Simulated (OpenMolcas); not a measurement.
# V2+: effect of the metal basis

V2+ with 6 ligands (fluoride) in octahedral coordination (Oh) at 2.1 Å. A charge of +0.667 e stands 2.6 Å behind each ligand.

```
Program             : OpenMolcas 26.06
Method              : CASSCF
Spin-orbit coupling : state interaction with AMFI integrals over the reference wave functions
```

Fixed: ligand basis ANO-RCC-VDZP, active space 3 electrons in 5 orbitals (3d), DKH2 Hamiltonian.

States (labels of O, the rotations of Oh). Energies in cm-1 above the lowest state or level, χT in cm3 K/mol; 10Dq and B are least-squares fits to the states below 45000 cm-1, weighted by degeneracy, with a free offset, and given where the rms deviation is under 5 % of |10Dq| (or 100 cm-1) and under 700 cm-1.

```tsv
Run	Metal basis	Ground state	First state of that spin	10Dq	B (rms of fit)	First gap with spin-orbit (degeneracies)	χT at 300 K	First state of another spin	Cost
A	ANO-RCC-VDZP	4A2	4T2 9344	9723	928 (139)	9276 (4, 2)	1.849	2E 16647	roughly 20 core-seconds
B	ANO-RCC-VTZP	4A2	4T2 9358	9741	932 (138)	9290 (4, 2)	1.850	2E 16741	roughly 40 core-seconds
```

Against A, |10Dq| changes by +0.2 % in B.

Costs are those of the RASSCF and RASSI steps.

Without dynamic correlation the repulsion within the d shell is too large (B by tens of per cent), so at a given field states of lower spin stand too high. Ligand-to-metal charge-transfer states are missing. With no ligand orbital active B as a rule stays too high, so bands that hang on it stand too high and its fall with covalency is understated. With metal d orbitals alone and no dynamic correlation the field as a rule comes out too small, by tens of per cent, by up to half for chloride and softer ligands. No measured value stands beside these numbers; the geometry was imposed, not optimised, and the real ion may take another.
